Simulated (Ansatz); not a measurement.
`[SiH3]B[CH2][InH2]` + `CNC` → `C[N](C)[InH2]` + `CB[SiH3]` at 600 K and 1 bar (ligand exchange at the In–C bond).

Calculated with Ansatz (gas phase, PBE0-D4/def2-TZVP geometries, no zero-point term in ΔE). CCSD(T)/CBS is the MP2 limit (def2-TZVPP, def2-QZVPP) plus CCSD(T) − MP2 in def2-TZVPP, frozen cores. def2 core potentials past Kr. For In outer-core shells are correlated without core-valence functions, which leaves a few kJ/mol of doubt a bond. One conformer a species, not always the lowest.

```csv
species,CCSD(T)/CBS energy (Eh),H − E (kJ/mol),S (J/(mol·K))
`[SiH3]B[CH2][InH2]`,-546.51356,271.0,473.5
`CNC`,-135.00321,284.6,333.5
`C[N](C)[InH2]`,-325.40049,307.2,431.8
`CB[SiH3]`,-356.10570,243.9,396.6
```

H − E and S are ideal-gas, rigid-rotor, harmonic terms from PBE0-D4/def2-TZVP, for one conformer and one mirror image of each species. 1 Eh = 2625.50 kJ/mol, R = 8.31446 J/(mol·K).

Task: By hand: ΔE, ΔH, ΔS and ΔG.

Result: ΔE = (-325.40049) + (-356.10570) − (-546.51356) − (-135.00321) = 0.01058 Eh = 27.8 kJ/mol. Δ(H − E) = 307.2 + 243.9 − 271.0 − 284.6 = -4.5, so ΔH = 23.3 kJ/mol. ΔS = 431.8 + 396.6 − 473.5 − 333.5 = 21.4 J/(mol·K). ΔG = 23.3 − 600 × (21.4)/1000 = 10.5 kJ/mol.

Task: By hand: the equilibrium constant, and the temperature at which ΔG would vanish if ΔH and ΔS stayed fixed.

Result: log₁₀ K = −ΔG/(RT ln 10) = -0.9. ΔG = 0 at ΔH/ΔS = 1089 K.

TΔS isn't small against ΔH here. A doubt of 5 kJ/mol in ΔE shifts log₁₀ K by 0.4 here. Other conformers and mirror images would add mixing entropy, several J/(mol·K) or more a flexible species. Modes under 60 cm⁻¹, often nearly free rotors, make the harmonic entropy too high. These are equilibria of isolated gas molecules and say nothing of rates. Largest T1 diagnostic: 0.017 (customary marks: 0.02 for closed shells, 0.045 for open ones).
